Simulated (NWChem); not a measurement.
System: bromine (Br₂); SMILES BrBr

NWChem input:

```
start job
memory heap 200 mb stack 900 mb global 1100 mb
geometry units angstroms noautosym nocenter noautoz
  Br     0.000000     0.000000     1.149184
  Br     0.000000     0.000000    -1.149184
end
basis spherical
  * library pcsseg-1
end
dft
  xc pbe0
  iterations 150
end
property
  shielding 1 1
end
task dft property
```

All runs use the structure optimised with PBE0/def2-SVP.

GIAO values for the isolated, static molecule; σ is the absolute isotropic shielding. Spin-orbit effects, on the heavy nuclei and on their neighbours, are missing.

Atoms are numbered as in the input.

Q: What results follow from this input? (PBE0/pcSseg-1, GIAO.) Quantities: σ Br1 (ppm).

A: 
| Property | Value |
|---|---|
| σ Br1 (ppm) | 1777.0 |
